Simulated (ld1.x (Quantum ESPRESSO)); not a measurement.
## Which change was made? (Pr, RRKJ)

* Element: Pr
* Generator: ld1.x (Quantum ESPRESSO) 7.5
* Type: norm-conserving RRKJ (Kleinman–Bylander form)
* Functional: LDA (PZ)
* Relativity: fully relativistic
* Frozen core: [Xe] 4f2
* Valence charge: 3
* Reference configuration: 5d1 6s2 6p0
* Partial waves: 6p (bound, empty): rc 3.95 bohr; 5d (bound): rc 2.35 bohr; 6s (bound): rc 3.90 bohr
* Local potential: the s channel
* Core correction: Bessel-smoothed model core inside 1.80 bohr

Open shells are filled in proportion to 2j + 1 (rel_dist='average').

Cutoffs, loose and tight: the cutoffs (Ry, on a coarse ladder) from which the occupation-weighted sum of valence levels, in a spherical-Bessel basis at the reference potential, stays within 10 and 1 mRy of its value at 400 Ry. They do not see the model core or the augmentation charge, which bear on the density cutoff. Test errors are all-electron minus pseudo excitation energies from the reference, over the configurations 5d1 6s1 6p0; 5d1 6s0 6p0; 5d1 6s1.5 6p0; 5d0 6s2 6p1; 5d2 6s0 6p0; 5d0 6s2 6p0; 5d2 6s1 6p0; variants that change the core or the reference have their own tests.

The base gives: outcome: generated; cutoff, loose: 10 Ry; cutoff, tight: 25 Ry; bound ghosts: none; largest test error (meV): -118.

Question: After one change the result is: outcome: failed: compute_chi: n is too large. Which change was it?
A. reference 5d1 6s1 6p0
B. type TM
C. all radii but the core radius scaled by about 0.86 (s 3.34, p 3.38, d 2.02 bohr)

Answer: C. The others give: reference 5d1 6s1 6p0 → outcome: failed: compute_phi: phi has nodes before r_c | type TM → outcome: generated; cutoff, loose: 12 Ry; cutoff, tight: 15 Ry; bound ghosts: none; largest test error (meV): -114.
